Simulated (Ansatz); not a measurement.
A nudged elastic band was laid between two geometries of BrH + H6Si2 (10 atoms, charge 0, multiplicity 1).

These are results of RKS PBE/def2-SVP (Ansatz), not measurements.

```yaml
movable_images: 9
climbing_image: yes
spring: 5.0 eV/Å²
optimiser: quadratic models (default)
start_path: through a guess of the saddle point
force_threshold: 0.05 eV/Å
iteration_limit: 60
end_points: relaxed
```

Image 0:

```xyz
10
Properties=species:S:1:pos:R:3
Si 0.129 0.094 -0.260
H -0.060 -0.207 1.211
Si 2.422 -0.019 -0.787
H 2.941 -1.405 -0.508
H 2.626 0.294 -2.246
H 3.199 0.971 0.039
H -0.417 1.470 -0.524
H -0.670 -0.912 -1.044
Br -3.304 -0.119 2.298
H -1.904 -0.167 1.956
```

Image 10:

```xyz
10
Properties=species:S:1:pos:R:3
Si -0.468 -0.110 -1.035
H 0.170 1.199 3.248
Si 1.839 -0.264 -0.592
H 2.242 -1.714 -0.554
H 2.618 0.439 -1.676
H 2.142 0.378 0.734
H -0.947 1.315 -1.045
H -0.832 -0.749 -2.345
Br -1.578 -1.204 0.598
H -0.223 0.710 2.803
```

Task: Which bonds break or form, and what moves?

Result: Bonds broken: Si1–H2, Br9–H10. Bonds formed: Si1–Br9, H2–H10. BrH + H6Si2 becomes BrH5Si2 + H2.

Task: What energy profile does the band end with?

Result: It converged. The highest image is number 4 of 0 to 10, 140.7 kJ/mol above the first end and 194.8 kJ/mol above the last; the last end lies 54.1 kJ/mol below the first. A vibrational analysis at the climbing image gives one clearly imaginary mode, 898i cm⁻¹: a first-order saddle point. The orbitals stay closed-shell, which can raise the energy where a bond breaks towards radicals; this wasn't checked here.

```json
{"image": "0", "path coordinate (Å)": "0.00", "energy (kJ/mol)": "0.0", "Si1–H2 (Å)": "1.51", "Br9–H10 (Å)": "1.44", "Si1–Br9 (Å)": "4.29"}
{"image": "1", "path coordinate (Å)": "0.83", "energy (kJ/mol)": "0.1", "Si1–H2 (Å)": "1.51", "Br9–H10 (Å)": "1.44", "Si1–Br9 (Å)": "4.36"}
{"image": "2", "path coordinate (Å)": "1.65", "energy (kJ/mol)": "3.8", "Si1–H2 (Å)": "1.52", "Br9–H10 (Å)": "1.45", "Si1–Br9 (Å)": "3.94"}
{"image": "3", "path coordinate (Å)": "2.48", "energy (kJ/mol)": "41.4", "Si1–H2 (Å)": "1.54", "Br9–H10 (Å)": "1.48", "Si1–Br9 (Å)": "3.35"}
{"image": "4", "path coordinate (Å)": "3.31", "energy (kJ/mol)": "140.7", "Si1–H2 (Å)": "1.73", "Br9–H10 (Å)": "1.78", "Si1–Br9 (Å)": "2.76"}
{"image": "5", "path coordinate (Å)": "3.97", "energy (kJ/mol)": "53.4", "Si1–H2 (Å)": "2.12", "Br9–H10 (Å)": "2.13", "Si1–Br9 (Å)": "2.40"}
{"image": "6", "path coordinate (Å)": "4.63", "energy (kJ/mol)": "-16.0", "Si1–H2 (Å)": "2.61", "Br9–H10 (Å)": "2.43", "Si1–Br9 (Å)": "2.29"}
{"image": "7", "path coordinate (Å)": "5.29", "energy (kJ/mol)": "-42.9", "Si1–H2 (Å)": "3.10", "Br9–H10 (Å)": "2.73", "Si1–Br9 (Å)": "2.26"}
{"image": "8", "path coordinate (Å)": "5.95", "energy (kJ/mol)": "-51.1", "Si1–H2 (Å)": "3.58", "Br9–H10 (Å)": "2.99", "Si1–Br9 (Å)": "2.26"}
{"image": "9", "path coordinate (Å)": "6.61", "energy (kJ/mol)": "-53.4", "Si1–H2 (Å)": "4.04", "Br9–H10 (Å)": "3.14", "Si1–Br9 (Å)": "2.26"}
{"image": "10", "path coordinate (Å)": "7.28", "energy (kJ/mol)": "-54.1", "Si1–H2 (Å)": "4.52", "Br9–H10 (Å)": "3.22", "Si1–Br9 (Å)": "2.26"}
```

Task: What is the geometry of the highest image?

Result: 
```xyz
10
Properties=species:S:1:pos:R:3
Si -0.265 0.201 -0.219
H 0.139 0.352 1.458
Si 2.059 -0.094 -0.574
H 2.452 -1.472 -0.114
H 2.375 0.035 -2.042
H 2.840 0.924 0.212
H -0.709 1.629 -0.319
H -0.952 -0.636 -1.269
Br -2.259 -0.887 1.348
H -0.717 -0.054 1.656
```

Task: What are the harmonic wavenumbers there?

Result: 898i, 46, 114, 193, 251, 362, 421, 530, 599, 683, 772, 821, 861, 890, 893, 908, 918, 1350, 1989, 2120, 2149, 2167, 2172, 2196 cm⁻¹.

The band took 21 iterations and roughly 9 core-minutes.

Time of the run: 4.5 min on 2 threads of Arm Neoverse V2 (shared host), peak memory 0.14 GiB.
